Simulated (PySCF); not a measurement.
Sn(Me)2(SiH3)2, C2H12Si2Sn, SMILES [SiH3][Sn]([CH3])([SiH3])[CH3], GFN2-xTB optimised geometry.

```
17

C      1.33    -1.43    -0.23
Sn     0.67     0.66     0.00
C      1.35     1.58    -1.89
Si    -1.89     0.66     0.00
Si     2.03     1.70     1.91
H      0.88    -1.89    -1.10
H      1.07    -2.03     0.64
H      2.41    -1.49    -0.35
H      1.07     2.62    -1.95
H      0.91     1.07    -2.74
H      2.43     1.51    -1.99
H     -2.41    -0.03    -1.18
H     -2.40    -0.02     1.19
H     -2.40     2.03     0.00
H      2.16     0.75     3.01
H      3.37     2.06     1.46
H      1.38     2.90     2.41
```

Density from PySCF with PBE0/def2-SVP, def2 effective core potentials past Kr at that geometry. The core electrons that the potentials of Sn replace are not part of the density.

Minimum of the electron density along straight lines between bonded atoms, close to the bond critical point (lines longer than 1.1 times the sum of covalent radii, or with two minima, are not listed):

```tsv
bond	length / Å	ρ at the minimum / e bohr⁻³	∇²ρ there / e bohr⁻⁵	position (fraction from the first atom)
C1–Sn2	2.205	0.092	0.13	0.50
Sn2–C3	2.205	0.092	0.13	0.50
Sn2–Si4	2.561	0.074	-0.04	0.50
Sn2–Si5	2.562	0.074	-0.04	0.50
C1–H6	1.084	0.274	-0.99	0.63
C1–H7	1.084	0.274	-0.99	0.63
C1–H8	1.084	0.274	-0.99	0.63
C3–H9	1.084	0.274	-0.99	0.63
C3–H10	1.084	0.274	-0.99	0.63
C3–H11	1.084	0.274	-0.99	0.63
Si4–H12	1.459	0.117	0.32	0.49
Si4–H13	1.460	0.117	0.34	0.49
Si4–H14	1.459	0.117	0.34	0.49
Si5–H15	1.459	0.117	0.34	0.49
Si5–H16	1.459	0.117	0.32	0.49
Si5–H17	1.460	0.117	0.34	0.49
```
